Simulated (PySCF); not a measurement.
A species of formula C7H9NSi has this rotational fingerprint, computed with PBE0/pcSseg-1 in PySCF (dipole) on a GFN2-xTB geometry, gas phase:

* Rotational constants: A = 1651, B = 1136, C = 746.1 MHz
* Dipole components: |μa| = 3.29 D, |μb| = 2.65 D, |μc| = 0.19 D
* Inertial defect: -73.44 u·Å²
* κ: -0.14

Problem. Which structure is it? (One computed conformer of each.)
A. `[cH:1]1[cH:2][cH:3][c:4]([C@@H:5]2[CH2:6][SiH2:7]2)[n:8][cH:9]1` with C3–C4–C5–C6 -151°
B. `[CH:1]#[C:2][CH2:3][Si@H:4]1[CH2:5][C@@H:6]([C:7]#[N:8])[CH2:9]1` with C2–C3–Si4–C5 82°, C3–Si4–C5–C6 122°, Si4–C5–C6–C7 -131°, C5–C6–C9–Si4 11°, C3–Si4–C9–C6 -124°
C. `[CH:1]#[C:2]/[CH:3]=[C:4](/[C:5]#[N:6])[SiH:7]([CH3:8])[CH3:9]` with C3–C4–Si7–C8 -65°
D. `[H]/[N:9]=[CH:8]/[C:3](=[C:2]=[CH2:1])[C:4]#[C:5][SiH2:6][CH3:7]` with C2–C3–C8–N9 0°
E. `C#C[Si@]1(C)C[C@H](C#N)C1`

Solution. C. It is C#C/C=C(/C#N)[SiH](C)C, an asymmetric top, point group C1. The candidates at the same level (rigid rotor, commonest isotopes):

```json
{"SMILES": "[H]/N=C/C(=C=C)C#C[SiH2]C", "A (MHz)": "2637", "B (MHz)": "542.5", "C (MHz)": "455.1", "μa (D)": "0.61", "μb (D)": "0.24", "μc (D)": "0.03", "Δ (u·Å²)": "-12.66", "point group": "near Cs", "rotor": "near-prolate asymmetric top"}
{"SMILES": "c1ccc([C@@H]2C[SiH2]2)nc1", "A (MHz)": "3596", "B (MHz)": "897.7", "C (MHz)": "813.5", "μa (D)": "0.56", "μb (D)": "1.01", "μc (D)": "0.47", "Δ (u·Å²)": "-82.28", "point group": "C1", "rotor": "near-prolate asymmetric top"}
{"SMILES": "C#C[Si@]1(C)C[C@H](C#N)C1", "A (MHz)": "2068", "B (MHz)": "961.7", "C (MHz)": "752.9", "μa (D)": "4.01", "μb (D)": "2.63", "μc (D)": "0.00", "Δ (u·Å²)": "-98.63", "point group": "Cs", "rotor": "asymmetric top"}
{"SMILES": "C#CC[Si@H]1C[C@@H](C#N)C1", "A (MHz)": "3370", "B (MHz)": "651.3", "C (MHz)": "624.1", "μa (D)": "2.85", "μb (D)": "2.46", "μc (D)": "1.06", "Δ (u·Å²)": "-116.20", "point group": "C1", "rotor": "near-prolate asymmetric top"}
{"SMILES": "C#C/C=C(/C#N)[SiH](C)C", "A (MHz)": "1651", "B (MHz)": "1136", "C (MHz)": "746.1", "μa (D)": "3.29", "μb (D)": "2.65", "μc (D)": "0.19", "Δ (u·Å²)": "-73.44", "point group": "C1", "rotor": "asymmetric top"}
```

`C#C[Si@]1(C)C[C@H](C#N)C1` has A 25 % too high; `C#CC[Si@H]1C[C@@H](C#N)C1` has A 104 % too high; `c1ccc([C@@H]2C[SiH2]2)nc1` has A 118 % too high; `[H]/N=C/C(=C=C)C#C[SiH2]C` has A 60 % too high. No structure here is proved a minimum.
